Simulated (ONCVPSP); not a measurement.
**Gd (Z = 64) ONCV: all-electron and pseudo phase curves**

ONCVPSP 4.0.1 input, shortened (lines: element, Z, core and valence counts, functional; n l f; lmax; l rc ep ncon nbas qcut; lloc lpopt rc5 dvloc0; l nproj debl; icmod fcfact rcfact), PBEsol, fully relativistic:

```
  Gd 64.00    9    4  -116133      upf
    1    0    2.00
    2    0    2.00
    2    1    6.00
    3    0    2.00
    3    1    6.00
    3    2   10.00
    4    0    2.00
    4    1    6.00
    4    2   10.00
    4    3    7.00
    5    0    2.00
    5    1    6.00
    5    2    1.00
    3
    0    1.45    0.00    3    7    3.50
    1    1.80    0.00    5    9    4.20
    2    2.80    0.00    4    9    5.10
    3    0.75    0.00    4    8   14.60
    3    5    0.75    0.00
    0    2    2.90
    1    2    3.00
    2    1    1.80
    3    0    2.90
    0    0.00    0.00
```

Open shells are filled in proportion to 2j + 1.

The phase is arctan(r·R′/R) of the radial function R(r), unwrapped; energies in Ha, scanned from -4 to 5 Ha. A pole is an energy at which the radial function vanishes at the test radius. The pseudo phase is shifted by a multiple of π to meet the all-electron one at the reference energy, and phase errors are pseudo minus all-electron; the curves can meet again beyond the range given. Levels narrower than the energy grid can be missing from the lists of poles.

```json
{"channel": "s", "radius (bohr)": "1.47", "reference energy (Ha)": "-2.33", "poles, all-electron": "0.34", "poles, pseudo": "0.34", "unbroken range about the reference energy with phases within 0.05 rad": "the whole range", "phase error 1 Ha above the reference energy (rad)": "+0.000"}
{"channel": "p3/2", "radius (bohr)": "1.83", "reference energy (Ha)": "-1.46", "poles, all-electron": "-0.15", "poles, pseudo": "-0.15", "unbroken range about the reference energy with phases within 0.05 rad": "the whole range", "phase error 1 Ha above the reference energy (rad)": "-0.000"}
{"channel": "p1/2", "radius (bohr)": "1.83", "reference energy (Ha)": "-1.62", "poles, all-electron": "-0.53", "poles, pseudo": "-0.53", "unbroken range about the reference energy with phases within 0.05 rad": "the whole range", "phase error 1 Ha above the reference energy (rad)": "-0.000"}
{"channel": "d5/2", "radius (bohr)": "2.83", "reference energy (Ha)": "-0.55", "poles, all-electron": "-0.17, 2.80", "poles, pseudo": "-0.17, 2.69", "unbroken range about the reference energy with phases within 0.05 rad": "below 0.8", "phase error 1 Ha above the reference energy (rad)": "-0.006"}
{"channel": "d3/2", "radius (bohr)": "2.83", "reference energy (Ha)": "-0.56", "poles, all-electron": "-0.21, 2.75", "poles, pseudo": "-0.21, 2.67", "unbroken range about the reference energy with phases within 0.05 rad": "below 3.8", "phase error 1 Ha above the reference energy (rad)": "-0.003"}
{"channel": "f7/2", "radius (bohr)": "0.76", "reference energy (Ha)": "-0.81", "poles, all-electron": "4.91", "poles, pseudo": "none", "unbroken range about the reference energy with phases within 0.05 rad": "the whole range", "phase error 1 Ha above the reference energy (rad)": "-0.001"}
{"channel": "f5/2", "radius (bohr)": "0.76", "reference energy (Ha)": "-0.84", "poles, all-electron": "4.81", "poles, pseudo": "none", "unbroken range about the reference energy with phases within 0.05 rad": "above -3.2", "phase error 1 Ha above the reference energy (rad)": "+0.009"}
```

Note: ghosts flagged at negative energy: s at -304.0 eV, p3/2 at -259.8 eV, d5/2 at -227.5 eV, p1/2 at -215.3 eV, d3/2 at -220.0 eV and 1 more; no localised positive-energy state flagged. A true bound ghost makes a file unfit for plane-wave use. The potential misses its own reference levels by up to 0.4 eV.

Phases in the s channel:

```
E (Ha)  all-electron  pseudo
 -3.98         0.410   0.410
 -3.50        -0.145  -0.144
 -3.02        -0.702  -0.701
 -2.54        -1.044  -1.043
 -2.06        -1.235  -1.235
 -1.58        -1.352  -1.352
 -1.10        -1.431  -1.431
 -0.62        -1.488  -1.488
 -0.14        -1.533  -1.533
  0.34        -1.571  -1.571
  0.82        -1.605  -1.605
  1.30        -1.636  -1.636
  1.78        -1.667  -1.667
  2.26        -1.699  -1.700
  2.74        -1.735  -1.736
  3.22        -1.776  -1.778
  3.70        -1.828  -1.832
  4.18        -1.897  -1.907
  4.66        -1.996  -2.020
```
